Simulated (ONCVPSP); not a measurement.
## manganese, ONCV: configuration errors across variants

ONCVPSP 4.0.1 input, shortened (lines: element, Z, core and valence counts, functional; n l f; lmax; l rc ep ncon nbas qcut; lloc lpopt rc5 dvloc0; l nproj debl; icmod fcfact rcfact), LDA (Perdew-Zunger), scalar-relativistic:

```
  Mn 25.00    4    4        3      upf
    1    0    2.00
    2    0    2.00
    2    1    6.00
    3    0    2.00
    3    1    6.00
    3    2    5.00
    4    0    1.75
    4    1    0.25
    3
    0    2.20    0.00    4    7    2.40
    1    1.65    0.00    4    8    8.30
    2    1.50    0.00    4    9    8.50
    3    2.35    0.37    3    8    5.40
    4    5    1.35    4.00
    0    2    2.10
    1    2    1.60
    2    2    1.20
    3    1    1.70
    3    2.00    1.10
```

All-electron excitation energies from the reference (eV): (1) 3p6 3d5 4s2 4p0 -0.960; (2) 3p6 3d5 4s1 4p0 7.694; (3) 3p6 3d5 4s0 4p0 23.571.

1 further variants failed, have other tests or too few solved ones, and are left out.

Errors AE − PS in meV (a dash: test not solved or not reliable):

| change | (1) | (2) | (3) | bound ghosts | GHOST(+) flags above zero |
| --- | --- | --- | --- | --- | --- |
| base | -0.1 | -1.9 | -14 | none | s |
| all radii but the core radius scaled by about 1.06 (s 2.34, p 1.76, d 1.60, f 2.50 bohr); local potential polynomial inside 1.44 bohr (lpopt 5, dvloc0 4 Ha) | -0.1 | -1.6 | -12 | none | s |
| all radii but the core radius scaled by about 1.15 (s 2.54, p 1.90, d 1.72, f 2.70 bohr); local potential polynomial inside 1.56 bohr (lpopt 5, dvloc0 4 Ha) | -0.1 | -1.3 | -12 | none | s |
| all radii but the core radius scaled by about 1.22 (s 2.68, p 2.00, d 1.82, f 2.86 bohr); local potential polynomial inside 1.64 bohr (lpopt 5, dvloc0 4 Ha) | -0.1 | -1.3 | -14 | none | s |
| all radii but the core radius scaled by about 1.28 (s 2.82, p 2.12, d 1.92, f 3.02 bohr); local potential polynomial inside 1.74 bohr (lpopt 5, dvloc0 4 Ha) | -0.2 | -1.5 | -20 | none | s |

(1) Give the same row for: all radii but the core radius scaled by about 0.89 (s 1.96, p 1.48, d 1.34, f 2.10 bohr); local potential polynomial inside 1.20 bohr (lpopt 5, dvloc0 4 Ha).

Answers

(1) -0.1, -2.2, -18; bound ghosts: none; GHOST(+) flags above zero: s.
